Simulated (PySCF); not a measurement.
# How the method changes the shape and vibrations of BClHOSi anion

All numbers below are calculated, not measured. They come from PySCF 2.14.0, an open-source quantum chemistry program, on an isolated molecule that a program drew, which may never have been made. The molecule is BClHOSi anion (charge -1, singlet), drawn as the SMILES string `O=B[SiH-]Cl`.

The geometry was optimised and harmonic frequencies were computed with HF and MP2, all in the aug-cc-pV(D+d)Z basis, for the commonest isotopes, with a restricted reference for singlets and an unrestricted one otherwise, and a frozen core in MP2. Each result is a local minimum of its method.

Geometry at the HF minimum:
```xyz
5
BClHOSi anion, angstrom
O    -2.4292    0.3301   -2.2437
B    -1.6393    0.5494   -1.3605
Si   -0.1668    1.0157    0.0126
Cl   -0.3205   -0.9049    1.2012
H    -1.1235    1.8198    0.8780
```

Lengths of the bonds as drawn, in Å (atoms numbered as above):
| bond | HF | MP2 |
|---|---|---|
| O1-B2 | 1.205 | 1.242 |
| B2-Si3 | 2.067 | 2.052 |
| Si3-Cl4 | 2.264 | 2.259 |
| Si3-H5 | 1.520 | 1.528 |

Rotational constants, in GHz:
| constant | HF | MP2 |
|---|---|---|
| A | 8.663 | 8.626 |
| B | 2.2 | 2.2 |
| C | 1.781 | 1.781 |

Harmonic frequencies in cm^-1, each column in rising order, so a row needn't be the same motion in every method:
| rank | HF | MP2 |
|---|---|---|
| 1 | 114 | 104 |
| 2 | 317 | 286 |
| 3 | 360 | 354 |
| 4 | 409 | 395 |
| 5 | 488 | 475 |
| 6 | 757 | 698 |
| 7 | 784 | 733 |
| 8 | 1987 | ? |
| 9 | 2071 | 2022 |

**Estimate the missing MP2 frequency from the HF column.**

A single factor s that minimises the squared misfit of MP2 against s times HF over the other rows is sum(HF x MP2) / sum(HF^2) = 0.9655, with an rms misfit of 18 cm^-1. For rank 8 it gives 0.9655 x 1987 = 1918 cm^-1. The calculation gives 1782 cm^-1, 136 cm^-1 below the estimate. The drawn bonds are on average 0.7 % longer in MP2 than in HF.
